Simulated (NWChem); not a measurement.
Species: silylphosphine (SiPH$_{5}$); SMILES [SiH3]P

```xyz
7

Si    -0.0001     1.0728    -0.0226
P      0.0000    -1.1937    -0.0996
H     -1.2179     1.5603    -0.7375
H      1.2134     1.5607    -0.7446
H      0.0039     1.6306     1.3646
H     -1.0386    -1.3208     0.8741
H      1.0447    -1.3204     0.8677
```
Atoms are numbered in this order, from 1.

Geometry: optimised at PBE0/def2-SVP.

 Unshifted, non-relativistic core excitations; the lowest 4 roots alone, so stronger bands may lie above.

Problem. List the first P K-edge excitations from PBE/cc-pVTZ, restricted-window TDA (NWChem).

Solution. 
```csv
state,energy (eV),dipole oscillator strength,leading excitation (squared amplitude)
S1,2076.6,0.0024,1s of atom 2 or its equivalents → LUMO (0.98)
S2,2076.7,0.0020,1s of atom 2 or its equivalents → LUMO+1 (1.00)
S3,2076.8,0.0006,1s of atom 2 or its equivalents → LUMO+2 (0.98)
S4,2077.3,0.0006,1s of atom 2 or its equivalents → LUMO+3 (1.00)
```
